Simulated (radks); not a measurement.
Dynamic dipole polarisability and lines of the zinc ion Zn+, [Ar] 3d10 4s1. Level of theory: scalar-relativistic Kohn-Sham, LDA (Slater exchange, Perdew-Wang correlation), spin-polarised, spherical densities, finite nucleus; open shells are filled with parallel spins first; Fermi nuclear charge, rms radius of each element as measured or else 0.836 A^(1/3) + 0.57 fm (a radial shooting solver on a logarithmic mesh with Libxc functionals). Time-dependent linear response with the Hartree and adiabatic LDA kernel, continuum included through the Sternheimer equations, no spin-orbit coupling, so fine structure and intercombination lines are absent. Lines are the poles of the dipole polarisability below minus the highest occupied eigenvalue, found on a grid refined at the orbital gaps; the lowest seven at most are given, and weak or close lines can be missed. The first line takes the name of the lowest orbital gap if no other gap lies below it; otherwise a line is named after a gap within 0.6 % of it, if that gap stands alone.

photon energy (eV),alpha (bohr^3)
0,16.03
0.243,16.04
1.699,16.85
3.155,19.39
4.611,26.30
6.067,61.79
7.523,-47.55
8.979,-9.269
10.436,0.2916
11.892,2.530
13.348,-27.53

Lines (eV, oscillator strength): 6.810 (182.1 nm, 4s-4p), f = 0.733; 11.761 (105.4 nm, 3d-4p), f = 0.0344; 12.406 (99.94 nm, unassigned), f = 0.0538; 12.924 (95.93 nm, unassigned), f = 0.367. Higher lines, where found, are left out when the end of the mesh affects them. Those listed give 86 % of the static polarisability (sum of f/w^2). Orbital energy gaps for comparison: 4s-4p 6.414 eV; 3d-4p 11.794 eV; 3d-4p down 12.535 eV; 4s-5p 12.538 eV; 4s-6p 13.687 eV. At laser wavelengths: 1550 nm 16.20, 1064 nm 16.40, 780 nm 16.74, 532 nm 17.66, 355 nm 20.40, 266 nm 26.72, 193 nm 111.5 bohr^3. Measured terms reached by dipole lines (averaged over J; NIST Handbook of Basic Atomic Spectroscopic Data, eV): 4s-4p 6.083; 4s-5p 12.588; those above the model threshold have no computed partner.
